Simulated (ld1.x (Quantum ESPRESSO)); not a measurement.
# Varying the TM potential for phosphorus

Base potential:

* Element: P
* Generator: ld1.x (Quantum ESPRESSO) 7.5
* Type: norm-conserving Troullier–Martins (Kleinman–Bylander form)
* Functional: LDA (PZ)
* Relativity: non-relativistic
* Frozen core: [Ne]
* Valence charge: 5
* Reference configuration: 3s2 3p3
* Partial waves: 3s (bound): rc 1.50 bohr; 3p (bound): rc 1.75 bohr
* Local potential: all-electron potential smoothed inside 1.55 bohr (lloc = -1)
* Core correction: none

Cutoffs, loose and tight: the cutoffs (Ry, on a coarse ladder) from which the occupation-weighted sum of valence levels, in a spherical-Bessel basis at the reference potential, stays within 10 and 1 mRy of its value at 400 Ry. They do not see the model core or the augmentation charge, which bear on the density cutoff. Test errors are all-electron minus pseudo excitation energies from the reference, over the configurations 3s2 3p2; 3s2 3p1; 3s2 3p0; 3s1 3p4; 3s1 3p3; 3s2 3p2.5; 3s0 3p5 (two spin-polarised tests are not counted in the largest error). A dash means not determined; rows that change the core or the reference have their own tests.

| change | outcome | cutoff, loose | cutoff, tight | bound ghosts | largest test error (meV) |
| --- | --- | --- | --- | --- | --- |
| base | generated | 21 Ry | 50 Ry | none | +165 |
| all radii scaled by about 0.76 (s 1.14, p 1.32 bohr); local potential all-electron potential smoothed inside 1.16 bohr (lloc = -1) | generated | 70 Ry | 160 Ry | none | +242 |
| all radii scaled by about 0.86 (s 1.28, p 1.50 bohr); local potential all-electron potential smoothed inside 1.32 bohr (lloc = -1) | generated | 40 Ry | 90 Ry | none | +187 |
| all radii scaled by about 1.08 (s 1.62, p 1.90 bohr); local potential all-electron potential smoothed inside 1.68 bohr (lloc = -1) | generated | 21 Ry | 50 Ry | none | +164 |
| all radii scaled by about 1.20 (s 1.80, p 2.10 bohr); local potential all-electron potential smoothed inside 1.86 bohr (lloc = -1) | generated | 18 Ry | 40 Ry | none | +165 |
| all radii scaled by about 1.26 (s 1.88, p 2.20 bohr); local potential all-electron potential smoothed inside 1.94 bohr (lloc = -1) | generated | 18 Ry | 40 Ry | none | +168 |
| all radii scaled by about 1.37 (s 2.06, p 2.40 bohr); local potential all-electron potential smoothed inside 2.14 bohr (lloc = -1) | generated | 15 Ry | 35 Ry | none | +170 |

Reading the sweep of the scale of all radii (base = 1) (base included, trends over the rows without a ghost): The loose cutoff falls from 70 Ry at 0.76 to 15 Ry at 1.37. A larger radius leaves more room for a smooth pseudo-wave, so fewer plane waves are needed; a smaller one forces it to follow the all-electron wave where it bends sharply. The median size of the test errors (rows with all tests solved) falls from 19.8 meV at 0.76 to 5.6 meV at 1.37. This runs against the usual rule that a larger radius transfers worse; these runs do not show why.
